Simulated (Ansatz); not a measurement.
Geometry optimisation, Ansatz 0.2.0, RHF/def2-SVP.

The input (input.yaml):

```yaml
crystal:
  periodic: [false, false, false]
  atoms:
    - { symbol: W, position_ang: [0.0, 0.0, 0.0] }
    - { symbol: Cl, position_ang: [0.0, 0.0, 2.74] }
    - { symbol: Cl, position_ang: [2.39, 0.0, 0.0] }
    - { symbol: Cl, position_ang: [0.0, 2.39, 0.0] }
    - { symbol: H, position_ang: [-1.72, 0.0, 0.0] }
    - { symbol: Cl, position_ang: [0.0, -2.39, 0.0] }
    - { symbol: H, position_ang: [0.0, 0.0, -1.72] }
    - { symbol: Br, position_ang: [1.8861, 1.9648, 0.905] }
    - { symbol: H, position_ang: [1.0602, 1.1044, 2.2512] }
basis:
  gaussian: { orbitals: def2-SVP }
hamiltonian:
  xc: hf
relax:
  f_tol: 0.15
  max_steps: 25
  restrain:
    - { distance: [0, 7], at: 3.77, k: 30.0 }
    - { distance: [8, 1], at: 2.57, k: 30.0 }
    - { distance: [0, 1], at: 2.39, k: 30.0 }
    - { distance: [8, 7], at: 1.55, k: 30.0 }
```

Command:

```bash
$ ansatz run input.yaml --threads 4 --pin off --max-ram 5120MiB --backend cpu --events-out ev --progress --plain --runs-dir out
```

Problem. Where does it end, and by what steps?

Solution. The run converged. The restraints hold the end off the free minimum; the threshold counts their pulls, which the force column leaves out. Restrained pairs: W1–Br8 (2.87 → 3.77 Å), Cl2–H9 (1.61 → 2.58 Å), W1–Cl2 (2.74 → 2.39 Å), Br8–H9 (1.80 → 1.49 Å). After 14 steps the energy has fallen by 10.791 eV (the restraints' own energy left out); Br8 moved furthest, 1.59 Å.

```csv
step,energy less start (eV),largest force component (eV/Å),accepted
0,0.0000,6.604,yes
1,-1.6964,3.787,yes
2,-2.5458,4.885,yes
3,-4.6432,4.801,yes
4,-7.2846,2.971,yes
5,-8.9846,2.094,yes
6,-9.7455,1.699,yes
7,-10.0796,1.557,yes
8,-10.2776,1.392,yes
9,-10.4670,1.348,yes
10,-10.5972,1.448,yes
11,-10.7048,1.520,yes
12,-10.7569,1.572,yes
13,-10.7513,1.843,yes
14,-10.7906,1.692,yes
```

```xyz
9
Properties=species:S:1:pos:R:3
W 0.146 0.080 0.000
Cl -0.754 0.520 2.167
Cl 2.011 0.073 -1.413
Cl -0.552 2.108 -0.744
H -1.419 -0.373 -0.173
Cl 0.485 -2.098 0.552
H -0.495 -0.506 -1.386
Br 2.741 1.681 2.216
H 1.453 1.585 2.958
```

Run time: 92 s on 4 threads of Arm Neoverse V1, on a shared host, peak memory 0.65 GiB.
